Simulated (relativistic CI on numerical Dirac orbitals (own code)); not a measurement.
Method of calculation: Dirac-Coulomb-Breit CI, orbitals from a KLI potential per configuration, a model potential for QED, unscaled Slater integrals (own radial code, finite nucleus).

The strongest absorption lines from the ground level of an ion, among the configurations computed and to levels below about 4410 eV (vacuum wavelength in Å, gf): 3.1264 (0.59), 3.2078 (0.67), 3.2107 (0.53), 3.2168 (3), 3.2187 (1.3), 3.2345 (0.62), 3.3735 (3.5), 3.3843 (1.1).

Question: Which ion is it?
A. Cd XLI
B. Xe XLVII
C. Cd XXXIX
D. Sb XLIV

Answer: A. Cd XLI has 8 electrons and the ground level 2s2 2p4 3P_2; the strongest line goes to 2s2 2p3 3d 3D°_3. The pattern of lines fixes the number of electrons, and along that sequence the line energies rise steadily with the charge (about as its square where n changes within one kind of shell, about linearly where n is kept but much faster in heavy ions where fine structure, which grows about as Z⁴, sets the gap, and irregularly where shells cross), which fixes Z. Configurations outside the model, such as inner-shell arrays, can give stronger lines. At this charge energies of transitions that change n are usually good to better than 1 %, and those within a shell (Δn = 0) to a few per cent.

LS names give the leading component of a level, which can be under half, so a name can repeat, a term be missing and a line seem to break the LS rules.
